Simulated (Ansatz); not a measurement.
Ansatz (a first-principles code) input (CCSD(T)/def2-SVPD):

Ansatz 0.2 input:
```yaml
crystal:
  periodic: [false, false, false]
  atoms:
    - {symbol: Sb, position_ang: [0.00343563, -0.00004988, 0.25533134]}
    - {symbol: F, position_ang: [-1.37945032, -1.00852517, -0.46401559]}
    - {symbol: F, position_ang: [-0.19341695, 1.69352816, -0.47944651]}
    - {symbol: F, position_ang: [1.55339872, -0.68472034, -0.50341548]}
basis:
  gaussian:
    orbitals: def2-SVPD
total_charge: 1
magnetization: {spin_polarized: true, initial_magnetization: 1}
correlation: {method: ccsd_t, electrons: outside_noble_gas}
output: {forces: true}
```

End of the output:

```
mean field evaluation 128: about -14606.7983 eV, gradient 5.8e-1 eV
mean field -14612.49829580 eV, -536.9994076634 hartree, gradient 2.0e-6 eV, S^2 0.773254; 1 other end points of the search recorded, 0 dependent functions left out
determinant -14612.49829580 eV, -536.9994076634 hartree, with singles and doubles -14631.08518243 eV, -537.6824631486 hartree
determinant -14609.39700140 eV, -536.8854371966 hartree, with singles and doubles -14627.07705276 eV, -537.5351671000 hartree
12 core orbitals not correlated
reference -14612.49829580 eV, -536.9994076634 hartree; 13, 12 occupied and 76, 77 virtual orbitals, 1078 factors
densities: 1.26 GiB planned
second order -18.63467010 eV of doubles, -0.00000000 eV of singles
coupled cluster: 0.85 GiB planned
cycle   1  -18.56631755 eV  change   -4.2e-1 eV  update   4.2e-2
cycle   2  -18.63218671 eV  change   -6.6e-2 eV  update   1.0e-2
cycle   3  -18.63070964 eV  change    1.5e-3 eV  update   6.1e-3
cycle   4  -18.63541770 eV  change   -4.7e-3 eV  update   1.6e-3
cycle   5  -18.63503545 eV  change    3.8e-4 eV  update   9.6e-4
cycle   6  -18.63559214 eV  change   -5.6e-4 eV  update   4.9e-4
cycle   7  -18.63565052 eV  change   -5.8e-5 eV  update   2.4e-4
cycle   8  -18.63564032 eV  change    1.0e-5 eV  update   8.0e-5
cycle   9  -18.63563029 eV  change    1.0e-5 eV  update   4.0e-5
cycle  10  -18.63561833 eV  change    1.2e-5 eV  update   1.4e-5
cycle  11  -18.63561865 eV  change   -3.2e-7 eV  update   5.9e-6
cycle  12  -18.63561842 eV  change    2.3e-7 eV  update   2.3e-6
cycle  13  -18.63561937 eV  change   -9.6e-7 eV  update   1.0e-6
perturbative correction -0.52365156 eV, -0.0192438399 hartree
the calculation of the forces begins
Total energy: -14631.65756673 eV, -537.7034978836 hartree
Atom 0 at     0.003436    -0.000050     0.255331 Å, force     0.012386    -0.000179     0.920508 eV/Å
Atom 1 at    -1.379450    -1.008525    -0.464016 Å, force    -0.685131    -0.500225    -0.297770 eV/Å
Atom 2 at    -0.193417     1.693528    -0.479447 Å, force    -0.096846     0.840019    -0.305425 eV/Å
Atom 3 at     1.553399    -0.684720    -0.503415 Å, force     0.769591    -0.339615    -0.317313 eV/Å
Dipole moment:     0.009160    -0.000133     0.680783 e Å
```
